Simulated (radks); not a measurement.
Results of a calculation; reference values are marked as such.
Task: The mean radii <r> (bohr) of the occupied orbitals of an atom or ion are listed with their occupations. Code: a radial shooting solver on a logarithmic mesh with Libxc functionals. Model: Dirac Kohn-Sham, exchange-only PBE, spin-unpolarised, spherical densities, finite nucleus; Fermi nuclear charge, rms radius of each element as measured or else 0.836 A^(1/3) + 0.57 fm.

| orbital | occ. | <r> |
|---|---|---|
| 1s1/2 | 2 | 0.04700 |
| 2s1/2 | 2 | 0.2098 |
| 2p1/2 | 2 | 0.1812 |
| 2p3/2 | 4 | 0.1848 |
| 3s1/2 | 2 | 0.6184 |
| 3p1/2 | 2 | 0.6305 |
| 3p3/2 | 4 | 0.6405 |
| 3d3/2 | 4 | 0.6832 |
| 3d5/2 | 5 | 0.6871 |

Name the element and its charge. Open shells, if any, fill j = l - 1/2 first.

Result: Z = 32, germanium, charge +5: Ge5+ in [Ar] 3d9. The 1s radius gives Z: for a bare nucleus <r> = (2 gamma + 1)/(2Z) with gamma = sqrt(1 - (Z/c)^2), 0.04601 bohr for Z = 32, and screening makes it slightly larger (0.04700 here). The occupations add up to 27, and the charge is Z minus that.
